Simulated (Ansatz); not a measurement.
`[AlH2][Se][SiH3]` + `[OH][GaH2]` → `[AlH2][O][GaH2]` + `[SiH3][SeH]` at 298.15 K and 1 bar (ligand exchange at the Al–Se bond).

Calculated with Ansatz (gas phase, PBE0-D4/def2-TZVP geometries, no zero-point term in ΔE). CBS: MP2 limit from def2 TZ/QZ plus the TZ coupled-cluster correction, frozen cores. For Ga, Se outer-core shells are correlated without core-valence functions, which leaves a few kJ/mol of doubt a bond. Scalar relativity is left out up to krypton.

```
           species  CCSD(T)/CBS energy (Eh)  H − E (kJ/mol)  S (J/(mol·K))
`[AlH2][Se][SiH3]`              -2934.85173           124.6          344.8
      `[OH][GaH2]`              -2000.92981            82.7          263.1
 `[AlH2][O][GaH2]`              -2243.58748            99.5          328.0
     `[SiH3][SeH]`              -2692.20088            99.8          286.6
```

H − E and S are ideal-gas, rigid-rotor, harmonic terms from PBE0-D4/def2-TZVP. 1 Eh = 2625.50 kJ/mol, R = 8.31446 J/(mol·K).

Problem. By hand: ΔE, ΔH, ΔS and ΔG.

Solution. ΔE = (-2243.58748) + (-2692.20088) − (-2934.85173) − (-2000.92981) = -0.00682 Eh = -17.9 kJ/mol. Δ(H − E) = 99.5 + 99.8 − 124.6 − 82.7 = -8.0, so ΔH = -25.9 kJ/mol. ΔS = 328.0 + 286.6 − 344.8 − 263.1 = 6.7 J/(mol·K). ΔG = -25.9 − 298.15 × (6.7)/1000 = -27.9 kJ/mol.

Problem. By hand: the equilibrium constant, and the temperature at which ΔG would vanish if ΔH and ΔS stayed fixed.

Solution. log₁₀ K = −ΔG/(RT ln 10) = 4.9. ΔH and −TΔS have one sign here, so there is no such temperature.

The number of gas molecules stays the same, so ΔS is small and ΔH decides. A doubt of 5 kJ/mol in ΔE shifts log₁₀ K by 0.9 here. These are equilibria of isolated gas molecules and say nothing of rates. Largest T1 diagnostic: 0.015 (customary marks: 0.02 for closed shells, 0.045 for open ones).
